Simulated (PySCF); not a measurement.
CH5NSZn, SMILES C[S][Zn][NH2].

Coordinates come from a ωB97X-D3(BJ)/def2-SVP optimisation. The structure was generated by enumeration; whether it is a known compound was not checked. One conformer was computed; it need not be the lowest.

All values below come from PySCF 2.14.0 with TDA-PBE/def2-SVPD.

Vertical excitations. Isolated molecule, no solvent. State labels are in the subgroup Cs.

```csv
state,symmetry,energy (eV),λ (nm),f,main pairs
S1,A",4.20,296,0.015,HOMO→LUMO 99 %
S2,A',4.43,280,0.049,HOMO−1→LUMO 91 %
S3,A",4.71,263,0.004,HOMO→LUMO+1 98 %
S4,A",4.90,253,0.001,HOMO−1→LUMO+2 100 %
S5,A',5.02,247,0.029,HOMO−1→LUMO+1 84 %
S6,A',5.12,242,0.033,"HOMO→LUMO+2 78 %, HOMO−2→LUMO 18 %"
S7,A",5.90,210,0.021,HOMO→LUMO+3 99 %
S8,A',5.98,207,0.029,HOMO−1→LUMO+3 97 %
S9,A',6.03,206,0.249,"HOMO−2→LUMO 72 %, HOMO→LUMO+2 12 %"
S10,A',6.16,201,0.034,HOMO−2→LUMO+1 92 %
T1,A',3.91,317,0,HOMO−1→LUMO 99 %
T2,A",3.95,314,0,HOMO→LUMO 99 %
T3,A",4.43,280,0,HOMO→LUMO+1 99 %
T4,A',4.46,278,0,HOMO−1→LUMO+1 97 %
```
Triplets are in the Tamm–Dancoff approximation.
